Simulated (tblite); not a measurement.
Question: Give a GFN2-xTB geometry of `C=C/C([SiH2]F)=C(/[SiH3])C#N`.

Answer: 
Z-matrix in Å and degrees, rows numbered from 1:
```
C 
C   1  1.3294
C   2  1.4545  1  124.77
Si  3  1.8911  2  117.98  1   -17.58
F   4  1.6130  3  108.23  2  -155.80
C   3  1.3585  2  119.17  1   163.05
Si  6  1.9045  3  127.70  2  -175.92
C   6  1.4040  3  120.18  2     2.34
N   8  1.1500  6  176.60  3   170.50
H   1  1.0767  2  121.40  3  -178.11
H   1  1.0774  2  122.21  3     0.59
H   2  1.0841  1  119.26  3   177.45
H   4  1.4573  3  112.82  2    88.79
H   4  1.4555  3  111.54  2   -43.13
H   7  1.4607  6  108.43  3   -80.43
H   7  1.4638  6  106.54  3   160.32
H   7  1.4620  6  107.90  3    42.23
```

The 4 C–C bonds span 1.329 Å (C1=C2, drawn double) to 1.455 Å (C2–C3, drawn single), a spread of 0.126 Å. Si7 (SiH3 silicon) is tetrahedral (angles from 106.5° to 113.0°). Of the pairs four or more bonds apart, C8···H12 is among the closest relative to their van der Waals radii: 2.38 Å, 82 % of the sum of Bondi's values. Si4 (fluorine-bound silicon) is distorted tetrahedral (angles from 103.0° to 115.5°).

The geometry is computed with GFN2-xTB (gas phase).

Point group: C1 (no symmetry element, even within 0.4 Å). Its GFN2-xTB frequencies are all real (lowest 31 cm⁻¹). One conformer, not necessarily the lowest (C1–C2–C3–Si4 -18°, C2–C3–Si4–F5 -156°). 2 starts were optimised and ended at 0.00 and 1.77 kcal/mol (GFN2-xTB); the lowest of these is shown.
